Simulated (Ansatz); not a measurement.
Gas-phase electronic energies from Ansatz, PBE0-D4/def2-TZVP geometries. CCSD(T)/CBS is the MP2 limit (def2-TZVPP, def2-QZVPP) plus CCSD(T) − MP2 in def2-TZVPP, frozen cores. DFT in def2-TZVPP. B3LYP here is the variant with VWN-RPA as its local correlation; programs differ in this. For Ge outer-core shells are correlated without core-valence functions, which leaves a few kJ/mol of doubt a bond. Scalar relativity is left out up to krypton. One conformer a species, not always the lowest.

Reaction (formal exchange of groups at a C–Ge bond): `C#CC[CH2][GeH3]` + `CCCCC` → `C#CCCCCCCC` + GeH₄

`C#CC[CH2][GeH3]`:

Cartesian coordinates in Å:
```
C 1.946 -1.428 2.072
C 1.465 -0.891 1.112
C 0.851 -0.240 -0.033
C -0.621 0.104 0.205
Ge -1.458 0.980 -1.337
H 2.379 -1.904 2.920
H 1.417 0.668 -0.270
H 0.949 -0.894 -0.907
H -0.715 0.763 1.071
H -1.184 -0.803 0.436
H -2.932 1.297 -1.039
H -1.381 0.058 -2.569
H -0.717 2.290 -1.663
```

`CCCCC`:

```xyz
17

C     0.553    1.690   -1.637
C     0.542    0.867   -0.361
C    -0.734    0.055   -0.197
C    -0.819   -0.733    1.104
C     0.223   -1.833    1.232
H     1.474    2.269   -1.736
H    -0.286    2.393   -1.659
H     0.467    1.050   -2.519
H     1.411    0.201   -0.353
H     0.659    1.528    0.506
H    -1.592    0.735   -0.259
H    -0.834   -0.634   -1.045
H    -1.817   -1.176    1.183
H    -0.727   -0.041    1.950
H     1.239   -1.432    1.250
H     0.159   -2.532    0.392
H     0.083   -2.407    2.151
```

`C#CCCCCCCC`:

```xyz
25

C    -4.442   -1.233    0.190
C    -3.514   -0.478    0.085
C    -2.382    0.418   -0.069
C    -1.516    0.075   -1.282
C    -0.372    1.056   -1.500
C     0.621    1.172   -0.349
C     1.315   -0.130    0.015
C     2.366    0.038    1.100
C     3.056   -1.264    1.465
H    -5.267   -1.898    0.289
H    -1.782    0.386    0.846
H    -2.749    1.447   -0.158
H    -2.153    0.058   -2.170
H    -1.133   -0.943   -1.165
H     0.168    0.759   -2.405
H    -0.790    2.048   -1.710
H     1.379    1.915   -0.621
H     0.122    1.577    0.540
H     1.784   -0.554   -0.883
H     0.578   -0.870    0.347
H     1.895    0.468    1.992
H     3.111    0.771    0.770
H     3.561   -1.698    0.598
H     3.806   -1.118    2.246
H     2.337   -2.003    1.829
```

GeH₄:

Z-matrix (Å, degrees):
```
Ge
H 1 1.534
H 1 1.534 2 109.5
H 1 1.534 2 109.5 3 -120.0
H 1 1.534 2 109.5 3 120.0
```

```
             level  ΔE (kJ/mol)  difference from CCSD(T)/CBS
            PBE-D4         18.8                         -1.4
          B3LYP-D4         18.6                         -1.6
           ωB97X-V         15.1                         -5.1
            r2SCAN         19.7                         -0.5
              PBE0         20.4                          0.2
             B3LYP         23.0                          2.8
     HF/def2-TZVPP         18.8                         -1.4
CCSD(T)/def2-TZVPP         18.4                         -1.8
     HF/def2-QZVPP         17.7                         -2.5
    MP2/def2-QZVPP         21.7                          1.5
       CCSD(T)/CBS         20.2                            0
```

Largest T1 diagnostic among the species: 0.012.

The D4 term adds −4.4 kJ/mol with B3LYP and −3.1 kJ/mol with PBE0; it sums over pairs of atoms, weighted by their polarisabilities, and B3LYP, whose exchange is more repulsive, gets the larger term.
